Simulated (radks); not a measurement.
The numbers below are computed, except where a source is named.
The nuclear charge of the terbium ion Tb+ is varied continuously with 64 electrons held in [Xe] 4f9 6s1. Code: a radial shooting solver on a logarithmic mesh with Libxc functionals. Model: Dirac Kohn-Sham, PBE, spin-unpolarised, spherical densities, point nucleus; open shells fill j = l - 1/2 first. By the Hellmann-Feynman theorem dE/dZ = E(electron-nucleus)/Z, the electronic potential at the nucleus.

| Z | E (hartree) | E(electron-nucleus)/Z (hartree) | HOMO | e(HOMO) (eV) | <r> HOMO (bohr) |
|---|---|---|---|---|---|
| 64.5 | -11498.1607 | -438.538 | 4f7/2 | -2.474 | 1.007 |
| 65 | -11718.7060 | -443.639 | 6s1/2 | -8.733 | 3.766 |
| 65.5 | -11941.7980 | -448.729 | 6s1/2 | -12.463 | 3.476 |
| 66 | -12167.4350 | -453.821 | 6s1/2 | -16.578 | 3.246 |

The central difference of E at Z = 65 is -443.637 hartree, to compare with the third column; the second derivative is -10.2 hartree.
